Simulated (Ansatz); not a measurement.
Reaction (redistribution): `[NH2][W](=[O])(=[O])[Cl]` + `C[SiH](F)[SiH2]O` → `[NH2][W](=[O])(=[O])[F]` + `C[SiH](Cl)[SiH2]O`

Gas-phase electronic energies from Ansatz, PBE0-D4/def2-TZVP geometries. CCSD(T)/CBS is the MP2 limit (def2-TZVPP, def2-QZVPP) plus CCSD(T) − MP2 in def2-TZVPP, frozen cores. Functionals use def2-TZVPP. def2 core potentials past Kr. For W outer-core shells are correlated without core-valence functions, which leaves a few kJ/mol of doubt a bond. Each species was taken in one conformer, which may not be the lowest.

(1) Is it downhill or uphill in electronic energy at CCSD(T)/CBS, and by how much? (An estimate is asked.)

(2) What do these levels give: r2SCAN-D4, PBE, PBE0, CCSD(T)/def2-TZVPP, HF/CBS(def2), MP2/CBS(def2)? (An estimate is asked.)

Largest T1 diagnostic among the species: 0.022, so the coupled-cluster value is less sure than usual.

## Answers

(1) Ansatz gave: Uphill: ΔE = +33.7 kJ/mol.

(2) Ansatz gave: r2SCAN-D4 23.9, PBE 21.2, PBE0 24.6, CCSD(T)/def2-TZVPP 34.4, HF/CBS(def2) 34.8, MP2/CBS(def2) 43.0 kJ/mol.

From PBE to PBE0 (25 % exact exchange), in def2-TZVPP and without D4, ΔE moves by +3.4 kJ/mol.
